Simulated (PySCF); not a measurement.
# Sn (tin, neutral): LDA calculation

Configuration: [Kr] 4d10 5s1 5p3, high-spin 5S determinant (an excited configuration). All numbers are calculated (PySCF 2.14, scalar relativity by spin-free X2C-1e, in aug-cc-pwCVTZ-DK3 with one added diffuse shell each of s, p, d, f type (11s10p8d5f1g, 125 functions)).

- Total energy: -6170.07 hartree
- One-electron energy: -8487.48 hartree
- Hartree (Coulomb) energy: 2478.06 hartree
- Exchange-correlation energy: -160.64 hartree
- ⟨S²⟩: 6.0016
- ⟨L²⟩: 0.000
- Sum of ⟨r⟩: 36.23 bohr
- Sum of ⟨r²⟩: 62.08 bohr²
- Langevin diamagnetic susceptibility: -49.2 ×10⁻⁶ cm³/mol

```tsv
shell	electrons	mean orbital energy (hartree)	rms radius, mean of both spins (bohr)
1s α	1	-1062.84210	0.0337
1s β	1	-1062.83824	0.0337
2s α	1	-160.58245	0.136
2s β	1	-160.58079	0.136
2p α	3	-144.37465	0.121
2p β	3	-144.37231	0.121
3s α	1	-31.00800	0.363
3s β	1	-31.00488	0.363
3p α	3	-25.69523	0.364
3p β	3	-25.69193	0.364
3d α	5	-17.44075	0.343
3d β	5	-17.43778	0.343
4s α	1	-4.94660	0.871
4s β	1	-4.94008	0.871
4p α	3	-3.33394	0.947
4p β	3	-3.32582	0.947
4d α	5	-0.99829	1.20
4d β	5	-0.97922	1.20
5s α	1	-0.45202	2.51
5p α	3	-0.18694	3.28
```

Densities and radii are taken from the X2C orbitals without a picture-change correction, which distorts them close to the nucleus.
